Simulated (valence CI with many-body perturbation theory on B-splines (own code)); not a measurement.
## Tc36+: electric-dipole lines

Level of theory: valence CI with perturbative core correlation (CI+MBPT): five valence electrons over a frozen Dirac-Fock core [He], radial functions for each j: 11 s, 11 p, 10 d, 8 f, 5 g, 2 h, with the one-electron correlation potential Σ1, the two-electron term Σ2, the three-electron term Σ3, Breit, model QED; selected CI, second order for the rest, scaled by the run's own slope (own B-spline code, finite nucleus).

The last digits are not significant, and no measured levels were compared; by estimate large intervals hold to a few tenths of a per cent, small ones and those within an open d or f shell to about a per cent. Among the levels kept, up to 11000 cm⁻¹ of a level comes from second order outside the variational space, and about a tenth of that is noise between levels of different J, which matters for small intervals.

Lines 101 to 150 of 579 in falling wavelength, among levels below 3457.2 eV, chosen from the strongest by gf and those to the six lowest levels. Wavelengths and rates use the calculated energies. Electric multipoles are in the length gauge, E1 and E2 with the static RPA response of the core. Weak lines are less certain than strong ones. Lines between different terms over intervals too small for the method are left out, as are lines whose strength nearly cancels. Where a level lies close to another of its J and parity, the split of strength between their lines is uncertain. The highest levels of a list are the least certain.

Levels are named by their leading jj configuration (3d3/2^4 stands for four electrons in 3d with j = 3/2), which in mixed levels can hold well under half, so a name can repeat and another be missing. Letters in brackets count levels of one name in rising energy.

```
λ vac (Å)                               Upper                               Lower   A (s⁻¹)  S (a.u.)
    142.8  (2s 2p1/2 2p3/2^2 3d5/2) J=5/2 [c]  (2s 2p1/2 2p3/2^2 3p3/2) J=3/2 [b]  4.48e+09  3.86e-02
    142.4  (2s 2p1/2 2p3/2^2 3p3/2) J=7/2 [b]         (2s 2p1/2 2p3/2^2 3s) J=7/2  9.19e+09  1.05e-01
    142.3      (2s 2p1/2^2 2p3/2 3d3/2) J=7/2      (2s 2p1/2^2 2p3/2 3p1/2) J=5/2  1.23e+10  1.40e-01
    142.3          (2s^2 2p3/2^2 3d3/2) J=5/2          (2s^2 2p3/2^2 3p1/2) J=5/2  7.21e+09  6.15e-02
    142.3  (2s 2p1/2 2p3/2^2 3d5/2) J=7/2 [a]  (2s 2p1/2 2p3/2^2 3p1/2) J=5/2 [a]  6.58e+09  7.48e-02
    142.0  (2s^2 2p1/2 2p3/2 3d3/2) J=3/2 [b]  (2s^2 2p1/2 2p3/2 3p1/2) J=3/2 [b]  7.66e+09  4.33e-02
    141.8      (2s^2 2p3/2^2 3d5/2) J=5/2 [a]          (2s^2 2p3/2^2 3p3/2) J=5/2  5.41e+09  4.57e-02
    141.7  (2s 2p1/2 2p3/2^2 3p3/2) J=5/2 [e]     (2s 2p1/2 2p3/2^2 3s) J=3/2 [d]  1.67e+10  1.41e-01
    141.5  (2s 2p1/2^2 2p3/2 3d3/2) J=5/2 [a]  (2s 2p1/2^2 2p3/2 3p1/2) J=3/2 [a]  7.82e+09  6.56e-02
    141.4  (2s 2p1/2 2p3/2^2 3p3/2) J=5/2 [d]     (2s 2p1/2 2p3/2^2 3s) J=3/2 [c]  1.13e+10  9.50e-02
    141.2  (2s^2 2p1/2 2p3/2 3p3/2) J=3/2 [a]         (2s^2 2p1/2 2p3/2 3s) J=1/2  1.02e+10  5.65e-02
    140.7  (2s 2p1/2 2p3/2^2 3p3/2) J=3/2 [d]     (2s 2p1/2 2p3/2^2 3s) J=3/2 [b]  8.25e+09  4.54e-02
    140.7  (2s 2p1/2 2p3/2^2 3p3/2) J=5/2 [d]     (2s 2p1/2 2p3/2^2 3s) J=5/2 [c]  6.60e+09  5.44e-02
    140.5  (2s 2p1/2 2p3/2^2 3p1/2) J=3/2 [d]     (2s 2p1/2 2p3/2^2 3s) J=1/2 [a]  9.61e+09  5.27e-02
    140.2  (2s 2p1/2 2p3/2^2 3d5/2) J=5/2 [e]  (2s 2p1/2 2p3/2^2 3p1/2) J=3/2 [c]  4.74e+09  3.87e-02
    139.8  (2s 2p1/2 2p3/2^2 3d5/2) J=7/2 [c]  (2s 2p1/2 2p3/2^2 3p1/2) J=5/2 [c]  8.24e+09  8.89e-02
    139.8  (2s 2p1/2 2p3/2^2 3p3/2) J=3/2 [e]     (2s 2p1/2 2p3/2^2 3s) J=3/2 [d]  7.78e+09  4.20e-02
    139.5  (2s 2p1/2^2 2p3/2 3d3/2) J=3/2 [a]  (2s 2p1/2^2 2p3/2 3p1/2) J=3/2 [a]  1.34e+10  7.18e-02
    139.1      (2s 2p1/2 2p3/2^2 3d3/2) J=9/2      (2s 2p1/2 2p3/2^2 3p1/2) J=7/2  1.26e+10  1.67e-01
    138.7  (2s 2p1/2^2 2p3/2 3d3/2) J=1/2 [a]  (2s 2p1/2^2 2p3/2 3p1/2) J=3/2 [a]  1.75e+10  4.62e-02
    138.7  (2s 2p1/2 2p3/2^2 3p3/2) J=3/2 [c]     (2s 2p1/2 2p3/2^2 3s) J=1/2 [a]  1.22e+10  6.41e-02
    138.4  (2s 2p1/2^2 2p3/2 3p3/2) J=3/2 [b]     (2s 2p1/2^2 2p3/2 3s) J=3/2 [b]  1.12e+10  5.83e-02
    137.6      (2s^2 2p3/2^2 3d3/2) J=3/2 [a]          (2s^2 2p3/2^2 3p1/2) J=3/2  1.15e+10  5.92e-02
    137.5        (2s 2p3/2^3 3p3/2) J=5/2 [a]               (2s 2p3/2^3 3s) J=5/2  1.22e+10  9.37e-02
    137.3      (2s^2 2p3/2^2 3p3/2) J=3/2 [b]             (2s^2 2p3/2^2 3s) J=1/2  1.27e+10  6.49e-02
    137.3  (2s 2p1/2^2 2p3/2 3d3/2) J=5/2 [b]  (2s 2p1/2^2 2p3/2 3p1/2) J=3/2 [b]  1.83e+10  1.40e-01
    137.0  (2s 2p1/2 2p3/2^2 3p3/2) J=3/2 [a]     (2s 2p1/2 2p3/2^2 3s) J=3/2 [a]  1.48e+10  7.50e-02
    137.0  (2s^2 2p1/2 2p3/2 3d3/2) J=5/2 [a]  (2s^2 2p1/2 2p3/2 3p1/2) J=3/2 [a]  1.40e+10  1.07e-01
    136.8          (2s^2 2p3/2^2 3d3/2) J=5/2          (2s^2 2p3/2^2 3p1/2) J=3/2  6.24e+09  4.73e-02
    136.6          (2s^2 2p1/2^2 3p3/2) J=3/2             (2s^2 2p1/2^2 3s) J=1/2  2.56e+10  1.29e-01
    136.3  (2s 2p1/2 2p3/2^2 3d3/2) J=3/2 [a]  (2s 2p1/2 2p3/2^2 3p1/2) J=3/2 [a]  1.43e+10  7.15e-02
    136.3  (2s 2p1/2 2p3/2^2 3p3/2) J=3/2 [f]     (2s 2p1/2 2p3/2^2 3s) J=1/2 [c]  8.33e+09  4.17e-02
    136.2          (2s^2 2p3/2^2 3d3/2) J=7/2          (2s^2 2p3/2^2 3p1/2) J=5/2  1.46e+10  1.46e-01
    136.0  (2s 2p1/2 2p3/2^2 3d3/2) J=3/2 [c]  (2s 2p1/2 2p3/2^2 3p1/2) J=1/2 [a]  1.58e+10  7.85e-02
    135.6            (2s 2p3/2^3 3p3/2) J=7/2  (2s 2p1/2 2p3/2^2 3d5/2) J=5/2 [a]  4.11e+09  4.05e-02
    135.5      (2s^2 2p1/2 2p3/2 3d3/2) J=7/2      (2s^2 2p1/2 2p3/2 3p1/2) J=5/2  1.41e+10  1.38e-01
    135.2      (2s^2 2p3/2^2 3d3/2) J=3/2 [b]          (2s^2 2p3/2^2 3p1/2) J=1/2  1.52e+10  7.41e-02
    135.1  (2s 2p1/2 2p3/2^2 3p3/2) J=3/2 [e]     (2s 2p1/2 2p3/2^2 3s) J=3/2 [c]  7.63e+09  3.72e-02
    134.9  (2s 2p1/2 2p3/2^2 3d3/2) J=5/2 [a]  (2s 2p1/2 2p3/2^2 3p1/2) J=3/2 [a]  8.05e+09  5.85e-02
    134.6  (2s 2p1/2 2p3/2^2 3p3/2) J=5/2 [b]     (2s 2p1/2 2p3/2^2 3s) J=5/2 [b]  1.77e+10  1.28e-01
    134.3  (2s 2p1/2 2p3/2^2 3d5/2) J=7/2 [d]  (2s 2p1/2 2p3/2^2 3p1/2) J=5/2 [c]  7.13e+09  6.82e-02
    134.1          (2s^2 2p1/2^2 3d3/2) J=3/2          (2s^2 2p1/2^2 3p1/2) J=1/2  1.83e+10  8.70e-02
    134.0  (2s 2p1/2 2p3/2^2 3d3/2) J=1/2 [a]  (2s 2p1/2 2p3/2^2 3p1/2) J=3/2 [a]  1.90e+10  4.52e-02
    134.0  (2s 2p1/2^2 2p3/2 3p3/2) J=3/2 [b]         (2s 2p1/2^2 2p3/2 3s) J=1/2  1.61e+10  7.65e-02
    133.5  (2s 2p1/2 2p3/2^2 3d3/2) J=3/2 [d]  (2s 2p1/2 2p3/2^2 3p1/2) J=1/2 [b]  8.70e+09  4.09e-02
    132.4  (2s 2p1/2 2p3/2^2 3d3/2) J=5/2 [c]  (2s 2p1/2 2p3/2^2 3p1/2) J=3/2 [c]  7.84e+09  5.39e-02
    132.2  (2s 2p1/2 2p3/2^2 3d3/2) J=7/2 [b]      (2s 2p1/2 2p3/2^2 3p1/2) J=7/2  7.64e+09  6.96e-02
    131.3  (2s^2 2p1/2 2p3/2 3p3/2) J=5/2 [b]     (2s^2 2p1/2 2p3/2 3s) J=3/2 [b]  1.68e+10  1.12e-01
    130.0  (2s 2p1/2 2p3/2^2 3d3/2) J=7/2 [a]  (2s 2p1/2 2p3/2^2 3p1/2) J=5/2 [a]  1.07e+10  9.30e-02
    129.6  (2s 2p1/2^2 2p3/2 3p3/2) J=1/2 [b]         (2s 2p1/2^2 2p3/2 3s) J=1/2  2.44e+10  5.24e-02
```
